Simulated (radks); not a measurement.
Values are calculated unless marked as measured or tabulated.
Question: Species: Cu IV. Configuration: [Ar] 3d(up 5, down 3). Level of theory: scalar-relativistic Kohn-Sham, PBEsol, spin-polarised, spherical densities, point nucleus (a radial shooting solver on a logarithmic mesh with Libxc functionals). Some entries of the table are withheld. Estimate them.

orbital  occ.  eigenvalue (eV)  <r^2> (bohr^2)  r(max) (bohr)
1s up       1        -8889.452        0.003661        0.03413
1s down     1        -8889.449        0.003661        0.03413
2s up       1        -1109.171         0.06542         0.1968
2s down     1        -1107.853         0.06532         0.1967
2p up       3        -963.9215         0.05239         0.1583
2p down     3        -962.9263         0.05229         0.1582
3s up       1        -161.4408          0.5740            (1)
3s down     1        -158.9912          0.5764            (2)
3p up       3        -118.6982             (3)         0.6165
3p down     3        -116.2909             (4)         0.6173
3d up       5         -49.9238          0.9172         0.5856
3d down     3         -47.6155          0.9492         0.5889

Answer: 
(1) 3s up r(max) (bohr): 0.6118
(2) 3s down r(max) (bohr): 0.6123
(3) 3p up <r^2> (bohr^2): 0.6375
(4) 3p down <r^2> (bohr^2): 0.6418
